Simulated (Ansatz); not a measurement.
Basis-set extrapolation for `C/C(O)=[N]\[AlH2]` (PBE0-D4/def2-TZVP geometry, frozen core, the Gaussian-basis code of Ansatz). Multiplicity 1, RHF reference.

|  | def2-TZVPP | def2-QZVPP |
| --- | --- | --- |
| HF | -450.579238 | -450.596019 |
| MP2 correlation | -0.848548 | -0.909283 |
| CCSD(T) correlation | -0.917860 | not run |

Energies in hartree. Use E(X) = E(∞) + A·exp(−7.88·√X) for Hartree–Fock and E(X) = E(∞) + B·X^(−2.97) for correlation, with X = 3 and 4, and add CCSD(T) minus MP2 of the smaller set to the MP2 limit.

Problem. What is the CCSD(T) energy at the basis-set limit?

Solution. HF limit: -450.596019 + (-0.016781) × 0.13774 = -450.59833. MP2 limit: -0.909283 + (-0.060735) × 0.74074 = -0.95427. Higher-order term: -0.917860 − (-0.848548) = -0.06931. Total: -451.62191 hartree, 327.7 kJ/mol below CCSD(T)/def2-TZVPP.
